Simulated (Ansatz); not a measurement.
Reaction (redistribution): `F[SiH2]C1C[SiH2]1` + `BN(C)[SiH2]F` → `CN([SiH2]F)[SiH2]F` + `BC1C[SiH2]1`

Gas-phase electronic energies from Ansatz, PBE0-D4/def2-TZVP geometries. CCSD(T)/CBS is the MP2 limit (def2-TZVPP, def2-QZVPP) plus CCSD(T) − MP2 in def2-TZVPP, frozen cores. Functionals use def2-TZVPP. B3LYP here is the variant with VWN-RPA as its local correlation; programs differ in this. Each species was taken in one conformer, which may not be the lowest.

```json
{"level": "B2PLYP", "ΔE (kJ/mol)": "25.4"}
{"level": "B3LYP", "ΔE (kJ/mol)": "27.6"}
```

**Question.** What does CCSD(T)/CBS give? (An estimate is asked.)

**Answer.** The calculation gave: +22.6 kJ/mol. The listed levels differ from it by 2.8, 5.0 kJ/mol.

Largest T1 diagnostic among the species: 0.012.

In def2-TZVPP, CCSD(T) changes the Hartree–Fock value by −14.0 kJ/mol (the triples alone add −2.8 kJ/mol) and MP2 by −17.4 kJ/mol.
